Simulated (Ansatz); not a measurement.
Geometry optimisation, RHF/def2-SVP (Ansatz 0.2.0).

Input file:

```yaml
crystal:
  periodic: [false, false, false]
  atoms:
    - { symbol: C, position_ang: [-0.5444, -1.272, 0.8872] }
    - { symbol: C, position_ang: [-0.2276, -0.2507, -0.2497] }
    - { symbol: C, position_ang: [1.1167, -0.5926, -0.8585] }
    - { symbol: O, position_ang: [2.2234, -0.5967, 0.1604] }
    - { symbol: Si, position_ang: [-0.3613, 1.5678, 0.2452] }
    - { symbol: S, position_ang: [-2.4418, 2.0773, 0.5248] }
    - { symbol: H, position_ang: [-1.5967, -1.0714, 1.2187] }
    - { symbol: H, position_ang: [0.0999, -1.0984, 1.7409] }
    - { symbol: H, position_ang: [-0.511, -2.2455, 0.5679] }
    - { symbol: H, position_ang: [-0.9541, -0.3809, -1.0321] }
    - { symbol: H, position_ang: [1.4374, 0.117, -1.6025] }
    - { symbol: H, position_ang: [1.1355, -1.5847, -1.2784] }
    - { symbol: H, position_ang: [2.926, -0.8885, -0.2657] }
    - { symbol: H, position_ang: [0.1209, 2.4486, -0.8164] }
    - { symbol: H, position_ang: [0.356, 1.8459, 1.5314] }
    - { symbol: H, position_ang: [-2.8017, 1.902, -0.729] }
basis:
  gaussian: { orbitals: def2-SVP }
hamiltonian:
  xc: hf
relax:
  f_tol: 0.02
  max_steps: 40
scf:
  lower_state_search: "off"
```

Command:

```bash
$ ansatz run input.yaml --threads 2 --pin off --max-ram 3072MiB --backend cpu --events-out ev --progress --plain --runs-dir out
```

Problem. Where does it end, and by what steps?

Solution. The forces met the threshold. After 13 steps the energy has fallen by 0.691 eV; H13 moved furthest, 0.48 Å.

```json
{"step": "0", "energy less start (eV)": "0.0000", "largest force component (eV/Å)": "6.947", "accepted": "yes"}
{"step": "1", "energy less start (eV)": "-0.5304", "largest force component (eV/Å)": "2.002", "accepted": "yes"}
{"step": "2", "energy less start (eV)": "-0.6034", "largest force component (eV/Å)": "1.022", "accepted": "yes"}
{"step": "3", "energy less start (eV)": "-0.6645", "largest force component (eV/Å)": "0.595", "accepted": "yes"}
{"step": "4", "energy less start (eV)": "-0.6767", "largest force component (eV/Å)": "0.474", "accepted": "yes"}
{"step": "5", "energy less start (eV)": "-0.6858", "largest force component (eV/Å)": "0.118", "accepted": "yes"}
{"step": "6", "energy less start (eV)": "-0.6893", "largest force component (eV/Å)": "0.054", "accepted": "yes"}
{"step": "7", "energy less start (eV)": "-0.6816", "largest force component (eV/Å)": "0.250", "accepted": "no"}
{"step": "8", "energy less start (eV)": "-0.6899", "largest force component (eV/Å)": "0.032", "accepted": "yes"}
{"step": "9", "energy less start (eV)": "-0.6907", "largest force component (eV/Å)": "0.052", "accepted": "yes"}
{"step": "10", "energy less start (eV)": "-0.6908", "largest force component (eV/Å)": "0.039", "accepted": "yes"}
{"step": "11", "energy less start (eV)": "-0.6911", "largest force component (eV/Å)": "0.054", "accepted": "yes"}
{"step": "12", "energy less start (eV)": "-0.6902", "largest force component (eV/Å)": "0.127", "accepted": "no"}
{"step": "13", "energy less start (eV)": "-0.6912", "largest force component (eV/Å)": "0.009", "accepted": "yes"}
```

```xyz
16
Properties=species:S:1:pos:R:3
C -0.619 -1.279 0.873
C -0.235 -0.324 -0.266
C 1.135 -0.644 -0.855
O 2.111 -0.257 0.070
Si -0.304 1.500 0.284
S -2.361 2.148 0.530
H -1.592 -1.023 1.294
H 0.118 -1.244 1.676
H -0.674 -2.311 0.514
H -0.969 -0.431 -1.072
H 1.268 -0.107 -1.801
H 1.210 -1.715 -1.075
H 2.977 -0.413 -0.272
H 0.361 2.351 -0.729
H 0.284 1.723 1.618
H -2.734 2.004 -0.745
```

Whether the end is a true minimum wasn't checked by a vibrational analysis.

Time of the run: 46 s on 2 threads of Arm Neoverse V1 (shared host), peak memory 0.38 GiB.
